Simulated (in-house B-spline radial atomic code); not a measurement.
A calculation on Ga5+ (an excited or competing configuration): its settings, and results tabulated from the run. Computed with an all-electron radial atomic-structure program (B-spline basis): Dirac-Hartree-Fock, average of the jj configuration, Fermi nucleus of rms radius 3.9973 fm.

In the input, a minus or plus after the letter marks the j = l - 1/2 or j = l + 1/2 subshell.

Command:
```bash
python run_scf.py task.json out
```
Settings (nuclear radius in fm, mass in u):
```
Z                31
configuration    1s2 2s2 2p6 3s2 3p6 3d-3 3d+5
hamiltonian      dirac
method           hf
spin_polarised   False
nucleus          fermi
rms_radius       3.9973
atomic_mass      68.92557
speed_of_light   137.035999084
```

Output (hartree, bohr):
```
 radial grid: 66 intervals, B-splines of order 8, outer radius 12.1053 bohr

 iter        energy (Eh)    residual
    1      -1914.6284444    9.12e-01
    2      -1928.7132060    6.66e-01
    3      -1934.6693472    1.69e-01
    4      -1935.1542882    4.34e-02
    5      -1935.1733464    2.27e-02
    6      -1935.1825386    7.98e-04
    7      -1935.1825443    3.04e-05
    8      -1935.1825443    1.94e-06
    9      -1935.1825443    2.45e-07

 total energy                    -1935.182544
 kinetic                           1974.78391
 electron-nucleus                 -4590.21017
 electron-electron                  680.24372

 first-order corrections (not in the total)
   Gaunt                            0.93826
   retardation                     -0.08675
   frequency dependence            -0.00323
   self-energy                      0.62796
   Uehling                         -0.05888
   Wichmann-Kroll                   0.00050
   recoil                           0.01150

 orbital      occ     eigenvalue          <r>       <r^2>       <1/r>     <1/r^2>       <r^4>       r_max    small
 1s1/2      2.000     -387.17895    0.0485779  0.00317573     31.3061     2023.03 2.60174e-05     0.03179  1.26e-02
 2s1/2      2.000      -52.59904     0.216678   0.0554413     6.91559     204.768  0.00534947       0.182  2.44e-03
 2p1/2      2.000      -46.72832     0.188126   0.0434526     6.84295     66.0741  0.00382689      0.1446  2.40e-03
 2p3/2      4.000      -45.71128     0.191609   0.0449531     6.66997     60.8414  0.00407267      0.1475  2.36e-03
 3s1/2      2.000       -9.67918      0.63968    0.470078     2.22183     32.0035     0.34937      0.5608  5.58e-04
 3p1/2      2.000       -7.66856     0.654544    0.500815     2.09948     9.99918    0.421119       0.558  5.11e-04
 3p3/2      4.000       -7.54973      0.66312    0.513791     2.06302     9.26639    0.442628      0.5655  5.02e-04
 3d3/2      3.000       -4.28323      0.70203    0.605619     1.80194     4.25413    0.757959      0.5192  3.99e-04
 3d5/2      5.000       -4.26740     0.705327    0.611103     1.79239     4.20269     0.77084      0.5217  3.96e-04
```

Time taken, with all properties: 0.92 s on 1 thread of Arm Neoverse V1, on a shared host.

For the Dirac Hamiltonian the kinetic term is c α·p + (β - 1)c².
